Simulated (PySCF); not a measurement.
Species: CH3Be, charge 1, multiplicity 1. It need not be the lowest isomer of its formula. 
Structure (B3LYP-D3(BJ)/def2-TZVP (Ansatz) minimum search):
SMILES: [Be+][CH3]
```xyz
5

Be    -0.8799    -0.5103    -0.6899
C      0.3054     0.1771     0.2394
H      0.8533    -0.6116     0.7637
H     -0.1548     0.8538     0.9657
H      0.9889     0.7364    -0.4064
```
Charge +1, spin multiplicity 1.

Dispersion corrections to the total energy (kcal/mol) from the dftd3 and dftd4 libraries through PySCF: D3(BJ) without and D4 with the three-body term, each with the damping fitted for the functional named.

```json
[
 {"functional": "B2PLYP", "D3(BJ)": "___", "D4": "-0.60"},
 {"functional": "BHLYP", "D3(BJ)": "-1.97", "D4": "-0.99"},
 {"functional": "HF", "D3(BJ)": "-15.00", "D4": "-3.78"},
 {"functional": "PBE0", "D3(BJ)": "-1.20", "D4": "-0.71"},
 {"functional": "LC-wPBE", "D3(BJ)": "-1.28", "D4": "-0.97"},
 {"functional": "CAM-B3LYP", "D3(BJ)": "___", "D4": "-0.70"},
 {"functional": "PBE", "D3(BJ)": "-1.45", "D4": "___"}
]
```

Q: Some entries are withheld; supply them.

A: 
- B2PLYP, D3(BJ): -1.14
- CAM-B3LYP, D3(BJ): -1.03
- PBE, D4: -0.87
